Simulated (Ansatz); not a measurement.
Computed with Ansatz on PBE0-D4/def2-TZVP structures; ΔE is electronic, products minus reactants. CCSD(T)/CBS adds triple-zeta CCSD(T) − MP2 to the extrapolated MP2 energy (def2 sets, frozen cores). This one scheme is used for every species. DFT in def2-TZVPP. B3LYP here is the variant with VWN-RPA as its local correlation; programs differ in this. Elements past krypton have def2 core potentials. For Sn outer-core shells are correlated without core-valence functions, which leaves a few kJ/mol of doubt a bond. One conformer a species, not always the lowest.

Consider the formal exchange of groups at a B–N bond: `NB(N)F` + `[CH3][SnH2][CH]=O` → `[CH3][SnH2][B](N)F` + `NC=O`.

`NB(N)F`:

```xyz
8

N    -1.171   -0.481   -0.047
B     0.053    0.023    0.436
N     1.120    0.459   -0.375
F     0.215    0.094    1.774
H    -1.896   -0.777    0.580
H    -1.398   -0.578   -1.019
H     1.107    0.450   -1.377
H     1.969    0.809    0.027
```

`[CH3][SnH2][CH]=O`:

Z-matrix (Å, degrees):
```
C
Sn 1 2.133
H 1 1.089 2 110.6
H 1 1.090 2 108.7 3 120.2
H 1 1.089 2 109.8 3 -120.7
C 2 2.210 1 106.0 3 -159.5
H 2 1.712 1 112.0 3 -41.3
H 2 1.713 1 112.6 3 81.2
O 6 1.200 2 120.6 1 7.4
H 6 1.117 2 119.9 1 -172.8
```

`[CH3][SnH2][B](N)F`:

```xyz
12

C    -1.409    0.060    1.762
Sn    0.468   -0.312    0.790
B     0.568    0.617   -1.273
N     0.870   -0.121   -2.412
F     0.320    1.927   -1.422
H    -2.223   -0.384    1.188
H    -1.404   -0.371    2.763
H    -1.576    1.135    1.839
H     0.688   -2.014    0.677
H     1.716    0.275    1.808
H     0.914    0.293   -3.331
H     1.067   -1.105   -2.388
```

`NC=O`:

Z-matrix (Å, degrees):
```
N
C 1 1.351
H 1 1.003 2 121.3
H 1 1.006 2 119.3 3 -180.0
O 2 1.206 1 125.0 3 180.0
H 2 1.107 1 112.3 3 -0.0
```

Task: Is it downhill or uphill in electronic energy at CCSD(T)/CBS, and by how much? (Estimate.)

Result: Ansatz gave: Uphill: ΔE = +33.1 kJ/mol.

Task: What do these levels give: r2SCAN-D4, B3LYP-D4, ωB97M-V, B2PLYP, PBE0, B3LYP, SCS-MP2/def2-TZVPP, CCSD/def2-TZVPP, CCSD(T)/def2-TZVPP, MP2/def2-QZVPP, HF/CBS(def2), CCSD/CBS(def2)? (Estimate.)

Result: Computed: r2SCAN-D4 21.9, B3LYP-D4 27.7, ωB97M-V 28.5, B2PLYP 28.9, PBE0 18.0, B3LYP 27.9, SCS-MP2/def2-TZVPP 33.0, CCSD/def2-TZVPP 34.6, CCSD(T)/def2-TZVPP 32.2, MP2/def2-QZVPP 29.2, HF/CBS(def2) 40.0, CCSD/CBS(def2) 35.5 kJ/mol.

Largest T1 diagnostic among the species: 0.016.

In def2-TZVPP, CCSD(T) changes the Hartree–Fock value by −6.8 kJ/mol (the triples alone add −2.4 kJ/mol) and MP2 by −10.7 kJ/mol. From PBE to PBE0 (25 % exact exchange), in def2-TZVPP and without D4, ΔE moves by +4.0 kJ/mol.
